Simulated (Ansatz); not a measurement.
C$_{2}$H$_{8}$GaNSi, SMILES `C=[CH][Ga]([NH2])[SiH3]`. Total charge 0; spin multiplicity 1. The structure was optimised at the PBE0-D4/def2-TZVP level. It is one conformer, not always the lowest.

```xyz
13

C    -0.388   -0.914    2.239
C     0.455   -1.159    1.236
Ga    0.388   -0.146   -0.431
N     1.565   -0.611   -1.737
Si   -1.131    1.666   -0.867
H    -0.364   -1.471    3.173
H    -1.150   -0.140    2.176
H     1.188   -1.952    1.378
H     2.245   -1.349   -1.652
H     1.615   -0.162   -2.635
H    -2.541    1.283   -0.572
H    -1.072    2.105   -2.290
H    -0.811    2.850   -0.018
```

(1) What is the dipole moment at r2SCAN/def2-TZVPP? (An estimate is asked.)

(2) And with PBE, B3LYP, ωB97M-V? (Estimate.)

(3) Give the Mulliken charges with r2SCAN, B3LYP, PBE in def2-TZVPP. (An estimate is asked.)

Results:

(1) The calculation gave: 1.22 D, with components (0.88, -0.82, -0.16) D in this frame, pointing from negative to positive charge.

(2) The calculation gave: PBE 1.30 D, B3LYP 1.18 D, ωB97M-V 1.13 D.

(3) The calculation gave: 
| atom | r2SCAN | B3LYP | PBE |
| --- | --- | --- | --- |
| C1 | -0.12 | -0.20 | -0.18 |
| C2 | -0.24 | -0.22 | -0.18 |
| Ga3 | 0.36 | 0.32 | 0.27 |
| N4 | -0.42 | -0.37 | -0.35 |
| Si5 | 0.10 | 0.09 | 0.01 |
| H6 | 0.08 | 0.10 | 0.10 |
| H7 | 0.07 | 0.09 | 0.09 |
| H8 | 0.07 | 0.09 | 0.08 |
| H9 | 0.15 | 0.13 | 0.14 |
| H10 | 0.16 | 0.13 | 0.15 |
| H11 | -0.06 | -0.06 | -0.04 |
| H12 | -0.07 | -0.06 | -0.05 |
| H13 | -0.06 | -0.06 | -0.04 |

B3LYP here is the variant with VWN-RPA as its local correlation; programs differ in this.

Program: Ansatz 0.2.0.
